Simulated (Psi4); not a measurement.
H2O4W (SMILES [O]=[W](=[O])([OH])[OH]), singlet, at a GFN2-xTB geometry (such geometries of metal compounds can be far from the true shape) (core potentials on W); B3LYP/def2-SV(P) in Psi4.

Input for Psi4:
```
memory 2 GB

molecule {
0 1
  W     0.04245152    0.00010856    0.00617511
  O     1.16227353    0.78461633   -0.99567295
  O     0.83435974   -0.77951039    1.28610829
  O    -0.90205874   -1.26075159   -0.99386071
  H    -1.13046067   -2.02030589   -1.54734730
  O    -1.15412496    1.25549336    0.69476301
  H    -1.53454846    2.01349073    1.15968831
}

set basis def2-sv(p)
set dft_radial_points 50

energy('b3lyp')
print_variables()
```

The log (banner, timings and long lists left out):

```
   => Loading Basis Set <=

    Name: DEF2-SV(P)
    Role: ORBITAL
    Keyword: BASIS

    !!!  WARNING: ECP capability is in beta. Please check occupations closely.  !!!

         ---------------------------------------------------------
                                   SCF
               by Justin Turney, Rob Parrish, Andy Simmonett
                          and Daniel G. A. Smith
                              RKS Reference
         ---------------------------------------------------------

  ==> Geometry <==

    Molecular point group: c1
    Full point group: C1

    Geometry (in Angstrom), charge = 0, multiplicity = 1:

       Center              X                  Y                   Z               Mass
    ------------   -----------------  -----------------  -----------------  -----------------
         W            0.025765413115     0.000065889389     0.003747903687   183.950930920000
         O            1.145587423115     0.784573659389    -0.998100156313    15.994914619570
         O            0.817673633115    -0.779553060611     1.283681083687    15.994914619570
         O           -0.918744846885    -1.260794260611    -0.996287916313    15.994914619570
         H           -1.147146776885    -2.020348560611    -1.549774506313     1.007825032230
         O           -1.170811066885     1.255450689389     0.692335803687    15.994914619570
         H           -1.551234566885     2.013448059389     1.157261103687     1.007825032230

  Running in c1 symmetry.

  Rotational constants: A =      0.12668  B =      0.11391  C =      0.10742 [cm^-1]
  Rotational constants: A =   3797.79059  B =   3415.01554  C =   3220.41231 [MHz]
  Nuclear repulsion =  224.264485054556701

  Charge       = 0
  Multiplicity = 1
  Electrons    = 48
  Nalpha       = 24
  Nbeta        = 24

  ==> Algorithm <==

  SCF Algorithm Type is DF.
  DIIS enabled.
  MOM disabled.
  Fractional occupation disabled.
  Guess Type is SAD.
  Energy threshold   = 1.00e-06
  Density threshold  = 1.00e-06
  Integral threshold = 1.00e-12

  ==> Primary Basis <==

  Basis Set: DEF2-SV(P)
    Blend: DEF2-SV(P)
    Number of shells: 39
    Number of basis functions: 85
    Number of Cartesian functions: 91
    Spherical Harmonics?: true
    Max angular momentum: 2

  Core potential: DEF2-SV(P)
    Number of shells: 4
    Number of ECP primitives: 10
    Number of ECP core electrons: 60
    Max angular momentum: 3

  ==> DFT Potential <==

   => LibXC <=

    Version 7.1.2
    S. Lehtola, C. Steigemann, M. J. T. Oliveira, and M. A. L. Marques,  SoftwareX 7, 1–5 (2018) (10.1016/j.softx.2017.11.002)

   => Composite Functional: B3LYP <=

    B3LYP Hyb-GGA Exchange-Correlation Functional

    P. J. Stephens, F. J. Devlin, C. F. Chabalowski, and M. J. Frisch,  J. Phys. Chem. 98, 11623 (1994) (10.1021/j100096a001)

    Deriv               =              1
    GGA                 =           TRUE
    Meta                =          FALSE

    Exchange Hybrid     =           TRUE
    MP2 Hybrid          =          FALSE

   => Exchange Functionals <=

    0.0800   Slater exchange
    0.7200         Becke 88

   => Exact (HF) Exchange <=

    0.2000               HF

   => Correlation Functionals <=

    0.1900   Vosko, Wilk & Nusair (VWN5_RPA)
    0.8100   Lee, Yang & Parr

   => LibXC Density Thresholds  <==

    XC_HYB_GGA_XC_B3LYP:  1.00E-15

   => Molecular Quadrature <=

    Radial Scheme          =       TREUTLER
    Pruning Scheme         =           NONE
    Nuclear Scheme         =       TREUTLER

    Blocking Scheme        =         OCTREE
    BS radius alpha        =              1
    Pruning alpha          =              1
    Radial Points          =             50
    Spherical Points       =            302
    Total Points           =         103145
    Total Blocks           =            838
    Max Points             =            256
    Max Functions          =             82
    Weights Tolerance      =       1.00E-15

   => Loading Basis Set <=

    Name: (DEF2-SV(P) AUX)
    Role: JKFIT
    Keyword: DF_BASIS_SCF

  ==> Integral Setup <==

  SCF_SUBTYPE=INCORE selected. In-core MEM_DF algorithm will be used.
  Using in-core AOs.

  ==> MemDFJK: Density-Fitted J/K Matrices <==

    J tasked:                   Yes
    K tasked:                   Yes
    wK tasked:                   No
    Algorithm:                 Core
    Schwarz Cutoff:           1E-12
    Mask sparsity (%):       1.5502
    Fitting Condition:        1E-10

   => Auxiliary Basis Set <=

  Basis Set: (DEF2-SV(P) AUX)
    Blend: DEF2-UNIVERSAL-JKFIT
    Number of shells: 157
    Number of basis functions: 571
    Number of Cartesian functions: 753
    Spherical Harmonics?: true
    Max angular momentum: 6

  Minimum eigenvalue in the overlap matrix is 1.1879149108E-02.
  Reciprocal condition number of the overlap matrix is 2.7945314404E-03.
    Using symmetric orthogonalization.

  ==> Pre-Iterations <==

  SCF Guess: Superposition of Atomic Densities via on-the-fly atomic UHF (no occupation information).

   -------------------------
    Irrep   Nso     Nmo
   -------------------------
     A         85      85
   -------------------------
    Total      85      85
   -------------------------

  ==> Iterations <==

                           Total Energy        Delta E     RMS |[F,P]|

   @DF-RKS iter SAD:  -367.67289042425472   -3.67673e+02   0.00000e+00
   @DF-RKS iter   1:  -367.92009888974076   -2.47208e-01   1.98397e-02 ADIIS/DIIS
   @DF-RKS iter   2:  -357.27117794646824    1.06489e+01   5.06226e-02 ADIIS/DIIS
   @DF-RKS iter   3:  -368.31827694278860   -1.10471e+01   1.62060e-02 ADIIS/DIIS
   @DF-RKS iter   4:  -368.89697351266761   -5.78697e-01   8.37695e-03 ADIIS/DIIS
   @DF-RKS iter   5:  -369.09503632826807   -1.98063e-01   7.53541e-04 ADIIS/DIIS
   @DF-RKS iter   6:  -369.09450893834287    5.27390e-04   8.28621e-04 ADIIS/DIIS
   @DF-RKS iter   7:  -369.09641037947262   -1.90144e-03   1.79404e-04 ADIIS/DIIS
   @DF-RKS iter   8:  -369.09650121594422   -9.08365e-05   4.81885e-05 DIIS
   @DF-RKS iter   9:  -369.09650831996555   -7.10402e-06   1.11792e-05 DIIS
   @DF-RKS iter  10:  -369.09650867032417   -3.50359e-07   3.10924e-06 DIIS
   @DF-RKS iter  11:  -369.09650869415867   -2.38345e-08   1.00961e-06 DIIS
   @DF-RKS iter  12:  -369.09650869672419   -2.56551e-09   3.50310e-07 DIIS
  Energy and wave function converged.

  ==> Post-Iterations <==

   Electrons on quadrature grid:
      Ntotal   =   48.0002184591 ; deviation = 2.185e-04

    Orbital Energies [Eh]
    ---------------------

    Doubly Occupied:

       1A    -19.170299     2A    -19.170237     3A    -19.144843
       4A    -19.144761     5A     -3.083330     6A     -1.741244
       7A     -1.737127     8A     -1.731037     9A     -0.999486
      10A     -0.991845    11A     -0.917181    12A     -0.899562
      13A     -0.572513    14A     -0.571208    15A     -0.433672
      16A     -0.431691    17A     -0.430652    18A     -0.417105
      19A     -0.364819    20A     -0.349170    21A     -0.346182
      22A     -0.343616    23A     -0.333159    24A     -0.307536

    Virtual:

      25A     -0.057597    26A     -0.039374    27A     -0.035946
      28A     -0.019977    29A      0.032382    30A      0.033586
      31A      0.041763    32A      0.061977    33A      0.079408
      34A      0.105785    35A      0.132496    36A      0.220156
      37A      0.275367    38A      0.293600    39A      0.294818
      40A      0.299394    41A      0.303847    42A      0.646973
      43A      0.661301    44A      0.821786    45A      0.864273
      46A      0.895742    47A      0.936390    48A      0.957783
      49A      0.973691    50A      1.019800    51A      1.028821
      52A      1.080331    53A      1.085831    54A      1.099978
      55A      1.133994    56A      1.199727    57A      1.228286
      58A      1.229025    59A      1.313950    60A      1.391175
      61A      1.493017    62A      1.526345    63A      1.785904
      64A      2.501801    65A      2.520142    66A      2.555643
      67A      2.576103    68A      2.576104    69A      2.580916
      70A      2.584119    71A      2.591748    72A      2.597322
      73A      2.617397    74A      2.640289    75A      2.642108
      76A      2.643430    77A      2.685225    78A      2.747885
      79A      2.826349    80A      2.982810    81A      3.019048
      82A      3.097694    83A      3.103617    84A     67.540777
      85A    574.375270

    Final Occupation by Irrep:
              A
    DOCC [    24 ]
    NA   [    24 ]
    NB   [    24 ]

  @DF-RKS Final Energy:  -369.09650869672419

   => Energetics <=

    Nuclear Repulsion Energy =            224.2644850545567010
    One-Electron Energy =                -974.6684591651692244
    Two-Electron Energy =                 415.9315304042439152
    DFT Exchange-Correlation Energy =     -34.6240649903555422
    Empirical Dispersion Energy =           0.0000000000000000
    VV10 Nonlocal Energy =                  0.0000000000000000
    Total Energy =                       -369.0965086967241859

Computation Completed

Properties will be evaluated at   0.000000,   0.000000,   0.000000 [a0]

Properties computed using the SCF density matrix

 Multipole Moments:

 ------------------------------------------------------------------------------------
     Multipole            Electronic (a.u.)      Nuclear  (a.u.)        Total (a.u.)
 ------------------------------------------------------------------------------------

 L = 1.  Multiply by 2.5417464519 to convert [e a0] to [Debye]
 Dipole X            :          4.9182018           -6.3268492           -1.4086474
 Dipole Y            :          0.0125788           -0.0161795           -0.0036008
 Dipole Z            :          0.7154145           -0.9203197           -0.2049052
 Magnitude           :                                                    1.4234770

 ------------------------------------------------------------------------------------

  Variable Map:
  ----------------------------------------------------------------------------
  "CURRENT ENERGY"              =>    -369.096508696724
  "CURRENT REFERENCE ENERGY"    =>    -369.096508696724
  "DD SOLVATION ENERGY"         =>       0.000000000000
  "DFT FUNCTIONAL TOTAL ENERGY" =>    -369.096508696724
  "DFT TOTAL ENERGY"            =>    -369.096508696724
  "DFT VV10 ENERGY"             =>       0.000000000000
  "DFT XC ENERGY"               =>     -34.624064990356
  "GRID ELECTRONS ALPHA"        =>      24.000109229531
  "GRID ELECTRONS BETA"         =>      24.000109229531
  "GRID ELECTRONS TOTAL"        =>      48.000218459063
  "NUCLEAR REPULSION ENERGY"    =>     224.264485054557
  "ONE-ELECTRON ENERGY"         =>    -974.668459165169
  "PCM POLARIZATION ENERGY"     =>       0.000000000000
  "PE ENERGY"                   =>       0.000000000000
  "SCF ITERATION ENERGY"        =>    -369.096508696724
  "SCF ITERATIONS"              =>      12.000000000000
  "SCF TOTAL ENERGY"            =>    -369.096508696724
  "TWO-ELECTRON ENERGY"         =>     415.931530404244
  "XC GRID RADIAL POINTS"       =>      50.000000000000
  "XC GRID SPHERICAL POINTS"    =>     302.000000000000
  "XC GRID TOTAL POINTS"        =>  103145.000000000000

  Array Variable Map:
  ----------------------------------------------------------------------------
  "CURRENT DIPOLE"              =>      -1.408647406845 ... -0.204905210698 1 by 3
  "SCF DIPOLE"                  =>      -1.408647406845 ... -0.204905210698 1 by 3
  "SCF TOTAL ENERGIES"          =>    -367.672890424255 ... -369.096508696724 1 by 13
```
